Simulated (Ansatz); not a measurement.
Cartesian coordinates (Å):
SMILES: B/C=C(/C)C#N
```xyz
12

B      2.1556    -0.3088     0.2251
C      0.6728    -0.7098     0.2005
C     -0.3380     0.1360    -0.0550
C     -1.7848    -0.2467    -0.0785
C     -0.0940     1.5260    -0.3345
N      0.0168     2.6426    -0.5652
H      2.4724     0.8145     0.0024
H      2.9903    -1.1208     0.4672
H      0.3774    -1.7359     0.3988
H     -1.9044    -1.3062     0.1338
H     -2.3430     0.3328     0.6588
H     -2.2213    -0.0236    -1.0534
```
Charge 0, multiplicity 1.

Method: Ansatz (a quantum-chemistry and plane-wave program) with frozen-core CCSD(T)/cc-pVTZ // CAM-B3LYP-D3(BJ)/def2-TZVP. The restricted HF reference is unstable towards unrestricted orbitals.

```yaml
HF energy: -234.13964 Ha
MP2 correlation energy: -0.92378 Ha
```

Task: Estimate the CCSD correlation energy, the (T) correction, the total energy and the T1 diagnostic.

Result: 
- CCSD correlation energy: -0.95881 Ha
- (T) correction: -0.04677 Ha
- CCSD(T) total energy: -235.14523 Ha
- T1 diagnostic: 0.012
